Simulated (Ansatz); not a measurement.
Basis-set extrapolation for C₃H₅AlO (`O=C/C=[CH]/[AlH2]`) (PBE0-D4/def2-TZVP geometry, frozen core, Ansatz 0.2.0). Multiplicity 1, RHF reference.

```csv
,def2-TZVPP,def2-QZVPP
HF,-433.334030,-433.349555
MP2 correlation,-0.778482,-0.832894
CCSD(T) correlation,-0.849648,not run
```

Energies in hartree. Use E(X) = E(∞) + A·exp(−7.88·√X) for Hartree–Fock and E(X) = E(∞) + B·X^(−2.97) for correlation, with X = 3 and 4, and add CCSD(T) minus MP2 of the smaller set to the MP2 limit.

**Question.** What is the CCSD(T) energy at the basis-set limit?

**Answer.** HF limit: -433.349555 + (-0.015525) × 0.13774 = -433.35169. MP2 limit: -0.832894 + (-0.054412) × 0.74074 = -0.87320. Higher-order term: -0.849648 − (-0.778482) = -0.07117. Total: -434.29606 hartree, 295.1 kJ/mol below CCSD(T)/def2-TZVPP.
